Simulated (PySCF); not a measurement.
## Assignment exercise: C₆H₉ClSi

Structure with atom numbers: `[CH2:1]=[C:2]([C:3]#[C:4][SiH2:5][CH3:6])[CH2:7][Cl:8]` (H(Xn): hydrogen on atom n). Ha(C1) is cis to C3; Hb(C1) is trans to C3.

Theory: σ from GIAO-PBE0/pcSseg-1, coordinates at the GFN2-xTB level, in PySCF 2.14 (equivalent nuclei averaged, no relativistic terms, single conformer, in vacuum).

References, each an isolated molecule treated in the same way: 13C (σ = 186.93 ppm) and 1H (σ = 31.72 ppm) vs TMS.

(1) Assign these signals to the numbered atoms. 13C{1H} NMR (computed): δ 137.1 (C), 135.4 (CH2), 113.4 (C), 100.6 (C), 55.2 (CH2), -4.8 (CH3).

(2) Assign these signals to the numbered atoms. 1H NMR (400 MHz, computed): δ 5.98 (m, 1H), 5.96 (m, 1H), 4.54 (q, 2H), 4.13 (s, 2H), 0.38 (t, 3H).

## Answers

(1) 
137.1 → C2, fully substituted alkene carbon: as expected for a trigonal carbon in a double bond
135.4 → C1, terminal =CH2 carbon: as expected for a trigonal carbon in a double bond
113.4 → C3, alkyne carbon
100.6 → C4, alkyne carbon: the triple bond shields along its axis, which puts it between sp3 and sp2 carbons
55.2 → C7, allylic sp3 CH2 bonded to Cl: deshielded by the electronegative neighbour
-4.8 → C6, methyl carbon bonded to Si: an electropositive neighbour leaves it electron-rich and shielded

C2 and C1 lie closer than the usual error of such a calculation, so a measured spectrum could show them in the other order.

(2) 
| δ (ppm) | atoms | environment | reason |
| --- | --- | --- | --- |
| 5.98 | Ha(C1) | hydrogen on a terminal =CH2 carbon | attached to an sp2 carbon and in the plane of the double bond |
| 5.96 | Hb(C1) | hydrogen on a terminal =CH2 carbon | – |
| 4.54 | H(Si5) | hydrogen on a silicon bonded to 2 C | – |
| 4.13 | H(C7) | hydrogen on an allylic sp3 CH2 bonded to Cl | its carbon carries Cl, an electronegative neighbour |
| 0.38 | H(C6) | hydrogen on a methyl carbon bonded to Si | an electropositive neighbour shields it, as in TMS itself |

Ha(C1) and Hb(C1) lie closer than the usual error of such a calculation, so a measured spectrum could show them in the other order.

Carbons that carry Cl, above all several Cl atoms, come out too deshielded, partly because spin–orbit coupling is missing. Shifts are as computed. Against solution values, carbons near 30 ppm lie about +3 ppm off and those near 130 ppm about +5 ppm; carbons on Cl a further +6 ppm. Of 1211 compounds with measured shifts, 218 miss one by over three times the rms of a fit or turn the order of signals round; such compounds aren't used in these exercises. Multiplicities follow the n + 1 count of equivalent neighbours, as no J values were calculated; m marks all less simple cases, F and P coupling included.
